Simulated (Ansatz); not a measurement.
CH₃F₂InSi. Total charge 0; spin multiplicity 1. In: def2 effective core potential. The bonds changed during the relaxation, so this is another structure than the one it started from. All single points use the PBE0-D4/def2-TZVP geometry.

```xyz
8

F    -1.256   -0.719    1.230
C    -0.773    0.192    0.284
F    -0.837    1.437    0.918
Si    1.015   -0.223   -0.175
In   -2.559    0.322   -1.214
H     1.971   -0.244    0.966
H     0.991   -1.557   -0.834
H     1.449    0.791   -1.175
```

Q: What is the dipole moment at r2SCAN/def2-TZVPP? (Estimate.)

A: Ansatz gave: 2.44 D, with components (-0.90, -0.15, -2.26) D in this frame, pointing from negative to positive charge.

Q: And with PBE, B3LYP, ωB97M-V? (Best estimate.)

A: The calculation gave: PBE 2.40 D, B3LYP 2.65 D, ωB97M-V 2.59 D.

Q: Give the Mulliken charges with r2SCAN, ωB97M-V, PBE in def2-TZVPP. (Best estimate.)

A: Computed: 
| atom | r2SCAN | ωB97M-V | PBE |
| --- | --- | --- | --- |
| F1 | -0.23 | -0.23 | -0.19 |
| C2 | 0.02 | -0.01 | 0.06 |
| F3 | -0.23 | -0.23 | -0.19 |
| Si4 | 0.27 | 0.16 | 0.17 |
| In5 | 0.39 | 0.40 | 0.33 |
| H6 | -0.07 | -0.02 | -0.05 |
| H7 | -0.08 | -0.03 | -0.06 |
| H8 | -0.08 | -0.03 | -0.06 |

B3LYP here is the variant with VWN-RPA as its local correlation; programs differ in this.
